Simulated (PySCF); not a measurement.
PySCF job for AlH2, SMILES [AlH2+], charge +1, EOM-CCSD/aug-cc-pVDZ. The structure is a stationary point at B3LYP-D3(BJ)/def2-TZVPD. The multiplicity is an assumed one; other spin states were not compared. The isomer is the one that the SMILES or the coordinates give; other isomers of the formula were not compared.

```python
import numpy as np
from pyscf import gto, scf, dft, cc
from pyscf.cc import eom_rccsd

mol = gto.M(
    atom='''
    Al    0.00000000    0.00000000    0.00000000
    H     0.00000000    0.00000000   -1.54967201
    H     0.00000000    0.00000000    1.54967201
    ''',
    basis='aug-cc-pVDZ',
    charge=1,
    spin=0,
    max_memory=1600,
    verbose=4,
)
mf = scf.RHF(mol)
mf.conv_tol = 1e-10
mf.max_cycle = 100
mf.kernel()
mycc = cc.CCSD(mf, frozen=5)
mycc.conv_tol = 1e-8
mycc.kernel()
mycc.solve_lambda()
dip = scf.hf.dip_moment(mol, mycc.make_rdm1(ao_repr=True))
res = {}
for name, solver, nroots, keep in (('singlet', eom_rccsd.EOMEESinglet, 9, 6), ('triplet', eom_rccsd.EOMEETriplet, 6, 3), ('IP', eom_rccsd.EOMIP, 6, 5), ('EA', eom_rccsd.EOMEA, 3, 2)):
    eom = solver(mycc)
    eom.max_cycle, eom.max_space = 200, 40
    e = eom.kernel(nroots=nroots)[0]
    res[name] = (e[:keep] * 27.211386245988, all(eom.converged[:keep]))
    print(name, 'roots / eV', res[name][0].round(3))
```

Output:

```
PySCF version 2.14.0

[INPUT] verbose = 4
[INPUT] num. atoms = 3
[INPUT] num. electrons = 14
[INPUT] charge = 1
[INPUT] spin (= nelec alpha-beta = 2S) = 0
[INPUT] symmetry False subgroup None
[INPUT] Mole.unit = angstrom
[INPUT] Symbol           X                Y                Z      unit          X                Y                Z       unit  Magmom
[INPUT]  1 Al     0.000000000000   0.000000000000   0.000000000000 AA    0.000000000000   0.000000000000   0.000000000000 Bohr   0.0
[INPUT]  2 H      0.000000000000   0.000000000000  -1.549672010000 AA    0.000000000000   0.000000000000  -2.928455681804 Bohr   0.0
[INPUT]  3 H      0.000000000000   0.000000000000   1.549672010000 AA    0.000000000000   0.000000000000   2.928455681804 Bohr   0.0

nuclear repulsion = 9.04913813948282
number of shells = 18
number of NR pGTOs = 72
number of NR cGTOs = 45
basis = aug-cc-pVDZ
ecp = {}


[settings echo left out]
init E= -242.764041163271
  HOMO = -0.361957571249565  LUMO = -0.00970792034842156  gap/eV = 9.58520
cycle= 1 E= -242.750509720175  delta_E= 0.0135  |g|= 0.206  |ddm|= 1.01
  HOMO = -0.725414228343609  LUMO = -0.217502830113911  gap/eV = 13.82097
cycle= 2 E= -242.778313334942  delta_E= -0.0278  |g|= 0.0466  |ddm|= 0.347
  HOMO = -0.708987527980468  LUMO = -0.192969846642347  gap/eV = 14.04156
cycle= 3 E= -242.780004132901  delta_E= -0.00169  |g|= 0.00654  |ddm|= 0.0789
  HOMO = -0.708741706280161  LUMO = -0.193005396811294  gap/eV = 14.03390
cycle= 4 E= -242.780037992399  delta_E= -3.39e-05  |g|= 0.000805  |ddm|= 0.0157
  HOMO = -0.709008673260656  LUMO = -0.193209291382339  gap/eV = 14.03562
cycle= 5 E= -242.780038475132  delta_E= -4.83e-07  |g|= 7.83e-05  |ddm|= 0.00238
  HOMO = -0.709037613206437  LUMO = -0.193227671977692  gap/eV = 14.03590
cycle= 6 E= -242.780038479443  delta_E= -4.31e-09  |g|= 5.06e-06  |ddm|= 0.000312
  HOMO = -0.709038204340426  LUMO = -0.193228824520545  gap/eV = 14.03589
cycle= 7 E= -242.780038479462  delta_E= -1.9e-11  |g|= 4.93e-07  |ddm|= 2.67e-05
  HOMO = -0.709038251207279  LUMO = -0.193228834600211  gap/eV = 14.03589
Extra cycle  E= -242.780038479463  delta_E= -6.25e-13  |g|= 1.23e-07  |ddm|= 1.74e-06
converged SCF energy = -242.780038479463

******** <class 'pyscf.cc.ccsd.CCSD'> ********
CC2 = 0
CCSD nocc = 2, nmo = 40
frozen orbitals 5
max_cycle = 50
direct = 0
conv_tol = 1e-08
conv_tol_normt = 1e-05
diis_space = 6
diis_start_cycle = 0
diis_start_energy_diff = 1e+09
Init t2, MP2 energy = -242.832189200517  E_corr(MP2) -0.0521507210543498
Init E_corr(CCSD) = -0.052150721054359
cycle = 1  E_corr(CCSD) = -0.0644363145691961  dE = -0.0122855935  norm(t1,t2) = 0.0358724
cycle = 2  E_corr(CCSD) = -0.0680234792408751  dE = -0.00358716467  norm(t1,t2) = 0.0143106
cycle = 3  E_corr(CCSD) = -0.0701101216633987  dE = -0.00208664242  norm(t1,t2) = 0.00679332
cycle = 4  E_corr(CCSD) = -0.0700571151729389  dE = 5.30064905e-05  norm(t1,t2) = 0.00173631
cycle = 5  E_corr(CCSD) = -0.0700320424140407  dE = 2.50727589e-05  norm(t1,t2) = 0.000382274
cycle = 6  E_corr(CCSD) = -0.0700412522169347  dE = -9.20980289e-06  norm(t1,t2) = 0.000116789
cycle = 7  E_corr(CCSD) = -0.0700409619338554  dE = 2.90283079e-07  norm(t1,t2) = 1.83432e-05
cycle = 8  E_corr(CCSD) = -0.070041031250216  dE = -6.93163607e-08  norm(t1,t2) = 3.9284e-06
cycle = 9  E_corr(CCSD) = -0.0700410508383929  dE = -1.95881769e-08  norm(t1,t2) = 9.57712e-07
cycle = 10  E_corr(CCSD) = -0.0700410443994332  dE = 6.43895975e-09  norm(t1,t2) = 2.4354e-07
CCSD converged
E(CCSD) = -242.8500795238624  E_corr = -0.07004104439943318
cycle = 1  norm(lambda1,lambda2) = 0.00444579
cycle = 2  norm(lambda1,lambda2) = 0.00124243
cycle = 3  norm(lambda1,lambda2) = 0.000536743
cycle = 4  norm(lambda1,lambda2) = 0.00013136
cycle = 5  norm(lambda1,lambda2) = 4.46086e-05
cycle = 6  norm(lambda1,lambda2) = 1.46025e-05
cycle = 7  norm(lambda1,lambda2) = 2.82602e-06

WARN: System has nonzero charge 1; the dipole moment is origin-dependent.
Location of origin: [0. 0. 0.]

Dipole moment(X, Y, Z, Debye): -0.00000,  0.00000, -0.00000

******** <class 'pyscf.cc.eom_rccsd.EOMEESinglet'> ********
max_space = 40
max_cycle = 200
conv_tol = 1e-08
partition = None
EOM-CCSD root 0 E = 0.2363909345479104  qpwt = 0.921498  conv = True
EOM-CCSD root 1 E = 0.2363909345479117  qpwt = 0.921498  conv = True
EOM-CCSD root 2 E = 0.3434636020603326  qpwt = 0.924243  conv = True
EOM-CCSD root 3 E = 0.3657588383487428  qpwt = 0.901238  conv = True
EOM-CCSD root 4 E = 0.3657588383487431  qpwt = 0.901238  conv = True
EOM-CCSD root 5 E = 0.3751698760700507  qpwt = 0.616355  conv = True
EOM-CCSD root 6 E = 0.4390553410843239  qpwt = 0.943948  conv = True
EOM-CCSD root 7 E = 0.4691115236007428  qpwt = 0.931113  conv = True
EOM-CCSD root 8 E = 0.4691115236007446  qpwt = 0.931113  conv = True
singlet roots / eV [ 6.433  6.433  9.346  9.953  9.953 10.209]

******** <class 'pyscf.cc.eom_rccsd.EOMEETriplet'> ********
max_space = 40
max_cycle = 200
conv_tol = 1e-08
partition = None
EOM-CCSD root 0 E = 0.2228308199034492  qpwt = 0.93866  conv = True
EOM-CCSD root 1 E = 0.2228308199034494  qpwt = 0.93866  conv = True
EOM-CCSD root 2 E = 0.2303384720159239  qpwt = 0.947841  conv = True
EOM-CCSD root 3 E = 0.2894218671014732  qpwt = 0.918415  conv = True
EOM-CCSD root 4 E = 0.2894218671014751  qpwt = 0.918415  conv = True
EOM-CCSD root 5 E = 0.3300195642748431  qpwt = 0.977802  conv = True
triplet roots / eV [6.064 6.064 6.268]

******** <class 'pyscf.cc.eom_rccsd.EOMIP'> ********
max_space = 40
max_cycle = 200
conv_tol = 1e-08
partition = None
EOM-CCSD root 0 E = 0.7053182704519303  qpwt = 0.949348  conv = True
EOM-CCSD root 1 E = 0.7953005418935623  qpwt = 0.90105  conv = True
EOM-CCSD root 2 E = 1.026453965821806  qpwt = 1.80364e-31  conv = True
EOM-CCSD root 3 E = 1.026453965821807  qpwt = 6.84988e-31  conv = True
EOM-CCSD root 4 E = 1.05541783123071  qpwt = 0.0678994  conv = True
EOM-CCSD root 5 E = 1.090012114722509  qpwt = 2.1258e-29  conv = True
IP roots / eV [19.193 21.641 27.931 27.931 28.719]

******** <class 'pyscf.cc.eom_rccsd.EOMEA'> ********
max_space = 40
max_cycle = 200
conv_tol = 1e-08
partition = None
EOM-CCSD root 0 E = -0.2182853338219387  qpwt = 0.976208  conv = True
EOM-CCSD root 1 E = -0.2182853338219379  qpwt = 0.976208  conv = True
EOM-CCSD root 2 E = -0.1754156023022317  qpwt = 0.959683  conv = True
EA roots / eV [-5.94 -5.94]
```

Self-consistency was reached.

Cost: very roughly 1.9 core-seconds.
